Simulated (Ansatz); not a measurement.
Calculated with Ansatz (gas phase, PBE0-D4/def2-TZVP geometries, no zero-point term in ΔE). CBS: MP2 limit from def2 TZ/QZ plus the TZ coupled-cluster correction, frozen cores. DFT in def2-TZVPP. B3LYP here is the variant with VWN-RPA as its local correlation; programs differ in this. For Ge outer-core shells are correlated without core-valence functions, which leaves a few kJ/mol of doubt a bond. Scalar relativity is left out up to krypton. One conformer a species, not always the lowest.

Reaction (redistribution): `N=C[SiH](N)N` + `B[CH](O)[GeH3]` → `N[SiH](N)O` + `B[CH]([GeH3])C=N`

Is it downhill or uphill in electronic energy at CCSD(T)/CBS, and by how much? (An estimate is asked.)

Computed: Downhill: ΔE = -52.4 kcal/mol.

What do these levels give: B3LYP-D4, B2PLYP, r2SCAN, HF/def2-QZVPP, MP2/def2-QZVPP, SCS-MP2/def2-QZVPP? (Estimate.)

Computed: B3LYP-D4 -49.2, B2PLYP -51.4, r2SCAN -50.2, HF/def2-QZVPP -56.2, MP2/def2-QZVPP -55.3, SCS-MP2/def2-QZVPP -54.3 kcal/mol.

Largest T1 diagnostic among the species: 0.013.

In def2-TZVPP, CCSD(T) changes the Hartree–Fock value by +3.9 kcal/mol (the triples alone add +0.8 kcal/mol) and MP2 by +1.0 kcal/mol. From PBE to PBE0 (25 % exact exchange), in def2-TZVPP and without D4, ΔE moves by −3.2 kcal/mol.
